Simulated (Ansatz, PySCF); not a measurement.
Reaction (SMILES): C=C(C)C(=O)[SiH3] + 4 C (CH4) → C=C (C2H4) [ethene] + C=O (CH2O) + 2 CC (C2H6) + C[SiH3] [methylsilane]
Each molecule is optimised on its own at B3LYP-D3(BJ)/def2-TZVP (Ansatz, an electronic-structure program), one conformer each, not searched for the lowest. Frequencies are from Ansatz or PySCF. Unstable Hartree-Fock reference: C=C(C)C(=O)[SiH3].
Geometry of the first species:
```
C
C 1 1.3328
H 2 1.0821 1 120.16
H 2 1.0827 3 118.13 1 179.98
C 1 1.5017 2 123.55 3 179.98
H 5 1.0891 1 111.00 2 -0.07
H 5 1.0931 6 107.93 1 -122.34
H 5 1.0932 6 107.91 7 -115.32
C 1 1.5044 2 118.45 3 0.10
O 9 1.2168 1 121.93 2 -1.17
Si 9 1.9412 10 117.14 1 -179.91
H 11 1.4750 9 107.18 10 0.16
H 11 1.4830 12 110.43 9 120.25
H 11 1.4831 12 110.43 13 119.54
```

Property: bond separation energy (enthalpy at 298 K, with B3LYP-D3(BJ) rigid-rotor harmonic-oscillator terms), in kJ/mol. Correlated levels leave the core frozen unless marked. Spin-orbit coupling is left out. No relativistic terms. CBS marks a two-point X^-3 extrapolation of the correlation energy; Hartree-Fock from the larger set. The bracket is a focal-point correction in the basis named.

```tsv
level	program	bond separation energy (kJ/mol)	minus last row
HF/aug-cc-pV(T+d)Z	Ansatz	39.8	-33.6
HF/cc-pV(T+d)Z	Ansatz	41.6	-31.8
B97M-V/def2-TZVPD	Ansatz	87.0	13.6
PBE0/def2-SVP	Ansatz	75.8	2.4
PBE0-D3(BJ)/def2-TZVPD	Ansatz + dftd3	78.0	4.6
BHLYP-D4/def2-TZVPD	Ansatz + dftd4	72.1	-1.3
B2PLYP-D3(BJ)/def2-TZVPD	Ansatz + dftd3	79.6	6.2
RPA@PBE/cc-pV(Q+d)Z	Ansatz	64.5	-8.9
RI-MP2/aug-cc-pV(T+d)Z	Ansatz	80.9	7.5
SCS-MP2/STO-3G	Ansatz	79.6	6.2
SCS-MP2/aug-cc-pV(T+d)Z	Ansatz	70.8	-2.6
CCSD/aug-cc-pV(D+d)Z	Ansatz	63.7	-9.7
CCSD(T)/6-31G*	Ansatz	82.8	9.4
CCSD(T)/cc-pwCVTZ	Ansatz	72.1	-1.3
RI-MP2/CBS(cc-pV(T+d)Z,cc-pV(Q+d)Z)+[CCSD(T)-MP2]/cc-pV(T+d)Z	Ansatz	73.4	0.0
```
